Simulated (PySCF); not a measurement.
Geometry:
| atom | x (Å) | y (Å) | z (Å) |
| --- | --- | --- | --- |
| O1 | 2.508 | -1.095 | -0.282 |
| C2 | 1.757 | 0.071 | -0.486 |
| C3 | 0.455 | 0.092 | 0.297 |
| C4 | -0.464 | -1.102 | 0.021 |
| C5 | -1.837 | -0.598 | 0.450 |
| C6 | -1.867 | 0.829 | -0.100 |
| C7 | -0.416 | 1.339 | 0.019 |
| H8 | 2.704 | -1.158 | 0.658 |
| H9 | 1.528 | 0.108 | -1.565 |
| H10 | 2.344 | 0.985 | -0.258 |
| H11 | 0.711 | 0.079 | 1.374 |
| H12 | -0.465 | -1.322 | -1.062 |
| H13 | -0.140 | -2.021 | 0.531 |
| H14 | -2.669 | -1.221 | 0.087 |
| H15 | -1.900 | -0.584 | 1.552 |
| H16 | -2.590 | 1.476 | 0.420 |
| H17 | -2.172 | 0.805 | -1.159 |
| H18 | -0.309 | 2.081 | 0.824 |
| H19 | -0.096 | 1.843 | -0.908 |

Geometry: PBE0-D3(BJ)/def2-SVP; GIAO shifts from PySCF, gas phase, non-relativistic, averaged over equivalent atoms.

At PBE0/pcSseg-1 (179 basis functions, 23 s wall time on 1 thread of an x86-64 server CPU, shared host):
| atoms | δ (ppm) |
| --- | --- |
| O1 | 45.7 |
| C2 | 71.0 |
| C3 | 47.1 |
| C4/C7 | 31.5 |
| C5/C6 | 28.7 |
| H9/H10 | 3.47 |
| H13/H18 | 1.76 |
| H11 | 1.54 |
| H14/H17 | 1.52 |
| H15/H16 | 1.45 |
| H12/H19 | 0.91 |
| H8 | -0.59 |

Shifts are taken against calculated references (same method and geometry level): ¹⁷O (σref 334.56) vs H2O; TMS for ¹³C (σref 184.41) and ¹H (σref 31.27).

**Question.** Estimate the result of repeating the calculation with WP04/pcSseg-1.

**Answer.** 
| atoms | δ at WP04/pcSseg-1 | change |
| --- | --- | --- |
| O1 | 41.3 | -4.4 |
| C2 | 71.9 | +0.9 |
| C3 | 48.5 | +1.4 |
| C4/C7 | 33.6 | +2.1 |
| C5/C6 | 31.0 | +2.3 |
| H9/H10 | 3.32 | -0.15 |
| H13/H18 | 1.65 | -0.11 |
| H11 | 1.49 | -0.05 |
| H14/H17 | 1.45 | -0.07 |
| H15/H16 | 1.38 | -0.07 |
| H12/H19 | 0.98 | +0.07 |
| H8 | -0.25 | +0.34 |

References, each an isolated molecule treated in the same way: ¹⁷O (317.54 ppm) against H2O; TMS for ¹³C (172.44 ppm) and ¹H (31.56 ppm).

The largest change is at O1 (alcohol oxygen). Cost: 179 basis functions, 22 s wall time on 1 thread of an x86-64 server CPU, shared host. The order of the carbon signals is the same at both levels.

The carbons averaged at δ 31.5 differ by 9 ppm in this conformer. Experimental scales use liquid or dissolved standards, which lie at an offset from isolated H2O (liquid H2O: subtract about 36 ppm).
